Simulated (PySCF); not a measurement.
Computed IR spectrum (relative IR intensity) of a molecule C₂H₁₀OSi₃. The structure is a stationary point at B3LYP-D3(BJ)/def2-SVP. Other conformers were not sampled. Method: B3LYP-D3(BJ)/def2-SVP (PySCF). Frequencies are harmonic and unscaled.

Lines under 2 % of the strongest are left out, and lines within 2 cm⁻¹ are merged.

ν (cm⁻¹): 170 (vw), 222 (vw), 246 (vw), 289 (m), 300 (w), 413 (vw), 452 (vw), 586 (vw), 629 (w), 648 (w), 670 (m), 719 (m), 729 (m), 769 (s), 817 (w), 849 (s), 879 (vs), 901 (m), 932 (vs), 944 (w), 950 (m), 953 (m), 959 (m), 1024 (w), 1082 (m), 1150 (vw), 1425 (vw), 2191 (m), 2201 (s), 2209 (m), 2211 (m), 2213 (s), 2229 (s), 3026 (vw), 3037 (vw), 3094 (vw), 3874 (m) (against the strongest line: vs over 80 %, s over 45 %, m over 15 %, w over 4 %, vw less)

Question: Identify the compound among the candidates.
(A) O[Si@@H]1C[SiH2][C@H]1[SiH3]
(B) O[Si@@H]1C[C@H]([SiH3])[SiH2]1
(C) OCC1[SiH2][SiH2][SiH2]1
(D) C[SiH2][SiH2]C(=O)[SiH3]

Answer: B, O[Si@@H]1C[C@H]([SiH3])[SiH2]1
